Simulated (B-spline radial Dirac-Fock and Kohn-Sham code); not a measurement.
**Electron momentum distribution of Mg⁺: Compton profiles**

System: the Mg⁺ ion, [Ne] 3s1, inside a Watson sphere of charge -1 and radius 2.2 Å (a model of the Madelung potential; inside it an electron's potential energy is raised by 6.5 eV).

Input file task.json (cfg lists n, l and occupation; rrms is the nuclear radius in fm):

```json
{"items": [{
  "Z": 12,
  "q": 1,
  "cfg": [[1, 0, 2], [2, 0, 2], [2, 1, 6], [3, 0, 1]],
  "A": 24,
  "rrms": 3.057,
  "watson": [-1, 2.2],
  "do": ["scatter"],
  "s": [0.0, 0.09, 0.12, 0.14, 0.17, 0.21, 0.26, 0.32, 0.39, 0.47, 0.58, 0.71, 0.87, 1.06, 1.29, 1.58, 1.94, 2.37, 2.89, 3.54, 4.33, 5.29, 6.47],
  "pz": [0, 0.1, 0.2, 0.3, 0.4, 0.5, 0.6, 0.8, 1.0, 1.2, 1.4, 1.6, 1.8, 2.0, 2.5, 3.0, 4.0, 5.0, 7.0, 10.0, 15.0, 20.0, 30.0, 40.0, 60.0, 100.0],
  "hv_scatter": [1000, 10000, 17479.3, 20000, 50000, 100000, 500000, 1000000]
}]}
```

Launch: `python xray_run.py task.json out`

Model: the impulse approximation on Dirac-Fock orbitals of the configuration average with a finite nucleus. Program: a radial finite-basis atomic code. pz is in atomic units of momentum; subshell profiles are per electron, for a selection of subshells; open shells are spread over both j values by their weights.

```tsv
pz	J total	J 2s1/2	J 2p1/2	J 3s1/2
0	3.370	0.341	0.191	1.39
0.1	3.264	0.340	0.191	1.29
0.2	2.996	0.335	0.191	1.03
0.3	2.669	0.327	0.191	0.720
0.4	2.373	0.317	0.190	0.447
0.5	2.148	0.304	0.190	0.252
0.6	1.992	0.289	0.189	0.133
0.8	1.808	0.255	0.185	0.0410
1	1.679	0.218	0.178	0.0268
1.2	1.547	0.181	0.169	0.0263
1.4	1.404	0.146	0.158	0.0241
1.6	1.256	0.115	0.144	0.0197
1.8	1.112	0.0885	0.130	0.0149
2	0.9767	0.0669	0.116	0.0106
2.5	0.6967	0.0313	0.0837	0.00414
3	0.4988	0.0144	0.0581	0.00154
4	0.2755	0.00517	0.0269	0.000319
5	0.1710	0.00457	0.0125	0.000231
7	0.08231	0.00379	0.00300	0.000197
10	0.03349	0.00173	0.000464	9.02e-05
15	0.008733	0.000391	3.86e-05	2.01e-05
20	0.002658	0.000105	5.56e-06	5.32e-06
30	0.0003785	1.32e-05	< 1e-6	< 1e-6
40	8.316e-05	2.74e-06	< 1e-6	< 1e-6
```

J(0) = 3.370. The 3s1/2 subshell gives the largest part, 41 %.

Mean momentum ⟨p⟩ by subshell (a.u.): 1s1/2 9.84, 2s1/2 2.64, 2p1/2 3.45, 2p3/2 3.44, 3s1/2 0.648.

Values without a named source are computed, but for edge energies of neutral atoms, which are taken from tables.
